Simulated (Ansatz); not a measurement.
CH6OSSi (`[SiH3]OCS`), relaxed with RKS PBE0-D4/def2-TZVP in Ansatz 0.2.0 from a PBE-D4/def2-SVP geometry. The force threshold is 0.005 eV/Å; the program also tests the step.

The species carries charge 0 and has multiplicity 1.

Start:

```xyz
10

Si   -1.507   -0.169   -0.722
O     0.151   -0.368   -0.475
C     0.795    0.027    0.712
S     2.583   -0.326    0.667
H    -1.779   -0.691   -2.098
H    -1.893    1.287   -0.625
H    -2.301   -0.940    0.303
H     0.429   -0.542    1.599
H     0.642    1.112    0.918
H     2.880    0.609   -0.279
```

```
step  energy (eV)  largest force (eV/Å)  largest move (Å)
   1  -21886.6187                 0.663             0.000
   2  -21886.6661                 0.528             0.034
   3  -21886.6766                 0.111             0.022
   4  -21886.6772                 0.064             0.011
   5  -21886.6773                 0.017             0.007
   6  -21886.6773                 0.004             0.003
```

End:

```xyz
10

Si   -1.485   -0.171   -0.712
O     0.136   -0.370   -0.480
C     0.783    0.027    0.697
S     2.545   -0.328    0.654
H    -1.774   -0.684   -2.069
H    -1.854    1.268   -0.606
H    -2.259   -0.926    0.311
H     0.409   -0.530    1.564
H     0.635    1.095    0.884
H     2.865    0.620   -0.242
```

It took 16 s on 2 threads of an INTEL XEON PLATINUM 8581C on a shared host, with 0.41 GiB of host memory at the peak.
